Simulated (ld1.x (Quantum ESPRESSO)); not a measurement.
An odd input for ld1.x (Quantum ESPRESSO) 7.5 (ytterbium)

Command:

```bash
ld1.x < Yb.in > Yb.out
```

Input:

```
&input
   title='Yb', zed=70., rel=1, dft='SCAN', iswitch=3,
   config='[Xe] 4f13 5d1 6s1 6p0',
   nld=3, rlderiv=3.50, eminld=-7.0, emaxld=5.0, deld=0.02
 /
 &inputp
   pseudotype=1, tm=.true., lloc=0,
   nlcc=.false.,
   file_pseudopw='Yb.pp', file_wfcaegen='ae.wfc', file_wfcncgen='nc.wfc'
 /
3
5P  2  1   6.00   0.00  1.70  1.70  0.0
5D  3  2   1.00   0.00  3.20  3.20  0.0
5S  1  0   2.00   0.00  1.80  1.80  0.0
 &test
   configts(1)='5s2 5p6 5d1 6s1 6p0'
 /
```

Output:

```
Program LD1 v.7.5

 %%%%%%%%%%%%%%%%%%%%%%%%%%%%%%%%%%%%%%%%%%%%%%%%%%%%%%%%%%%%%%%%%%%%%%%%%%%%%%
     Error in routine set_dft_from_name (2):
     libxc needed for this functional
 %%%%%%%%%%%%%%%%%%%%%%%%%%%%%%%%%%%%%%%%%%%%%%%%%%%%%%%%%%%%%%%%%%%%%%%%%%%%%%

     stopping ...
```

Task: This input was made by a single change from one that runs to its end. What was changed?

Result: The change: functional typed as SCAN. The program refuses the input: "set_dft_from_name: libxc needed for this functional".
